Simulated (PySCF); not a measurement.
A structure optimised at ωB97X-D3(BJ)/def2-SVP, used in a PySCF frequency run:

```xyz
13

C      0.4023     2.6638     0.0000
C      0.7626     1.3758     0.0000
C     -0.2040     0.2767     0.0000
F     -1.4936     0.6568     0.0000
C      0.0692    -1.0374     0.0000
C      1.3975    -1.7146     0.0000
F     -0.9608    -1.8991     0.0000
H     -0.6513     2.9550     0.0000
H      1.1541     3.4570     0.0000
H      1.8203     1.1002     0.0000
H      2.2282    -0.9992     0.0000
H      1.4862    -2.3591    -0.8893
H      1.4862    -2.3591     0.8893
```
Charge 0, spin multiplicity 1.

Q: Write its SMILES, formula and point group.

A: C=C/C(F)=C(\C)F, C₅H₆F₂, Cs

Q: What are its rotational constants (standard atomic weights)?

A: 4.6842, 1.8729, 1.3494 GHz
